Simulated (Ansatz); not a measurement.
Two isomers of C2H8FNSi: A = `CN[SiH](C)F`, B = `FCNC[SiH3]`.

Gas-phase electronic energies from Ansatz, PBE0-D4/def2-TZVP geometries. CBS: MP2 limit from def2 TZ/QZ plus the TZ coupled-cluster correction, frozen cores. Functionals use def2-TZVPP. B3LYP here is the variant with VWN-RPA as its local correlation; programs differ in this. Each species was taken in one conformer, which may not be the lowest.

A:

Z-matrix (Å, degrees):
```
C
N 1 1.448
H 1 1.096 2 113.1
H 1 1.092 2 109.8 3 -119.9
H 1 1.094 2 111.2 3 121.9
Si 2 1.699 1 126.6 3 95.8
H 2 1.008 1 113.5 3 -65.3
F 6 1.611 2 113.3 1 -74.3
C 6 1.854 2 111.6 1 45.0
H 6 1.483 2 106.4 1 170.1
H 9 1.093 6 110.0 2 178.4
H 9 1.092 6 111.0 2 58.4
H 9 1.093 6 111.5 2 -62.5
```

B:

Z-matrix (Å, degrees):
```
C
N 1 1.400
F 1 1.407 2 113.5
H 1 1.092 2 110.2 3 119.0
H 1 1.093 2 110.1 3 -118.5
C 2 1.454 1 116.5 3 62.8
H 2 1.011 1 111.8 3 -68.3
Si 6 1.884 2 111.1 1 174.4
H 6 1.099 2 113.2 1 -61.2
H 6 1.096 2 108.4 1 56.4
H 8 1.485 6 110.8 2 -65.4
H 8 1.487 6 109.7 2 173.5
H 8 1.489 6 109.3 2 54.2
```

Which is lower in electronic energy at CCSD(T)/CBS, and by how much? (Estimate.)

The calculation gave: A, by 340.7 kJ/mol.

Give E(B) − E(A) in kJ/mol with r2SCAN-D4, CCSD(T)/def2-SVP, PBE-D4, B3LYP-D4, ωB97M-V, PBE0-D4, BLYP-D4. (Estimate.)

Computed: r2SCAN-D4 332.4, CCSD(T)/def2-SVP 292.4, PBE-D4 311.9, B3LYP-D4 329.0, ωB97M-V 332.9, PBE0-D4 322.5, BLYP-D4 320.1. None reverses the order clearly.

Does the order hold for the free energy at 298.15 K (harmonic terms from PBE0-D4)? (Estimate.)

Computed: Yes: G(B) − G(A) = +334.9 kJ/mol, for one conformer each.

Largest T1 diagnostic: 0.011.

From r2SCAN to r2SCAN0 (25 % exact exchange), in def2-TZVPP and without D4, E(B) − E(A) moves by +5.1 kJ/mol. Leaving LDA and LC-ωPBE aside and taking each functional with its dispersion term where it has one, the values, not all of them listed here, spread over 29.8 kJ/mol, from revPBE-D4 to BHLYP-D4.
